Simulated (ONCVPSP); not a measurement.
PBEsol ONCV dataset for cerium, scalar-relativistic all-electron reference.

```
Element                 : Ce
Generator               : ONCVPSP 4.0.1
Type                    : optimised norm-conserving Vanderbilt (ONCV)
Functional              : PBEsol
Relativity              : scalar-relativistic
Frozen core             : [Kr] 4d10
Valence charge          : 12
Reference configuration : 4f1 5s2 5p6 5d2 6s1
Partial waves           : 5s+6s: rc 2.20 bohr, ncon 4, nbas 7, qcut 6 1/bohr, 2 projectors; 5p: rc 2.95 bohr, ncon 4, nbas 9, qcut 3.7 1/bohr, 2 projectors, debl 0.5 Ha; 5d: rc 3.90 bohr, ncon 4, nbas 9, qcut 4.9 1/bohr, 1 projector; 4f: rc 0.90 bohr, ncon 3, nbas 7, qcut 10.7 1/bohr, 2 projectors, debl 0.8 Ha
Local potential         : polynomial inside 0.65 bohr (lpopt 5, dvloc0 0 Ha)
Core correction         : Teter function, fcfact 5.25, rcfact 1.2
```

In the p channel the program set the typed energies aside and used -0.799, 0.250 Ha.

All-electron outer shells of the reference configuration (PBEsol, scalar-relativistic, ld1.x):

| shell | level (eV) | outermost node (bohr) | outermost maximum (bohr) |
| --- | --- | --- | --- |
| 4d | -108.77 | 0.31 | 0.66 |
| 5s | -39.03 | 0.75 | 1.37 |
| 5p | -21.75 | 0.81 | 1.55 |
| 4f | -3.83 | – | 0.71 |
| 6s | -3.22 | 1.83 | 3.82 |
| 5d | -2.13 | 0.92 | 2.23 |

Results:

```
Ghost test                 : ghosts flagged at negative energy: s at -868.8 eV, p at -329.6 eV, d at -114.9 eV; GHOST(+) flagged for s at 30.8 eV; a true bound ghost makes a file unfit for plane-wave use
Configuration tests        : 1 of 4 tests not solved or not reliable
rms error of d²Exc/dni dnj : 14.62 mHa without and 5.36 mHa with the model core
```

Generation and tests took about 6.5 s on one core of a shared server CPU.
